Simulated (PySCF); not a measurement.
# A survey of ¹⁷O NMR shifts

- GIAO PBE0/pcSseg-1 shieldings
- geometry: GFN2-xTB
- code: PySCF 2.14.0 with density-fitted response routines
- in vacuum, a single conformation, fast rotation and ring inversion assumed for equivalent nuclei, non-relativistic

Shieldings were converted by a linear fit to measured shifts: ¹⁷O: δ = 266.70 − 0.911σ (rms 10.7 ppm, 155 shifts, 12.2 ppm with the 3 outliers that the fit left out vs liquid water, solution or neat liquid). A few per cent of atoms miss by over 2 rms, more outside the fitted compound classes.

**Question.** Give the ¹⁷O shifts of `COc1ccc(O[SiH3])cc1`, `COC(=O)CCOC(F)(F)F`, `C#C[Si@]1(C)C[C@@H](C(=O)O)C1`.

**Answer.** 
```
                                                                  compound                 environment  δ (ppm)
          [CH3:1][O:2][c:3]1[cH:4][cH:5][c:6]([O:7][SiH3:8])[cH:9][cH:10]1            O2: ether oxygen     49.2
          [CH3:1][O:2][c:3]1[cH:4][cH:5][c:6]([O:7][SiH3:8])[cH:9][cH:10]1  O7: oxygen bonded to C, Si     36.0
    [CH3:1][O:2][C:3](=[O:4])[CH2:5][CH2:6][O:7][C:8]([F:9])([F:10])[F:11]   O4: ester carbonyl oxygen    356.8
    [CH3:1][O:2][C:3](=[O:4])[CH2:5][CH2:6][O:7][C:8]([F:9])([F:10])[F:11]     O2: ester alkoxy oxygen    134.5
    [CH3:1][O:2][C:3](=[O:4])[CH2:5][CH2:6][O:7][C:8]([F:9])([F:10])[F:11]            O7: ether oxygen     61.7
[CH:1]#[C:2][Si@:3]1([CH3:4])[CH2:5][C@@H:6]([C:7](=[O:8])[OH:9])[CH2:10]1         O8: carbonyl oxygen    333.4
[CH:1]#[C:2][Si@:3]1([CH3:4])[CH2:5][C@@H:6]([C:7](=[O:8])[OH:9])[CH2:10]1    O9: acid hydroxyl oxygen    154.7
```

**Question.** Order these by ¹⁷O shift, lowest first.
A. C=C[SiH](C=C)C(=C)O[SiH3]
B. O=CC1=CCC1
C. C#C[SiH2][Si@H]1C[C@H](CO)C1

**Answer.** C (-5.8 ppm, alcohol oxygen), A (55.9 ppm, oxygen bonded to C, Si), B (584.6 ppm, aldehyde oxygen).

In solution the two oxygens of a carboxylic acid give one averaged line by proton exchange, and hydrogen bonding shields acid and N–H amide carbonyl oxygens by tens of ppm; neither is in these numbers.
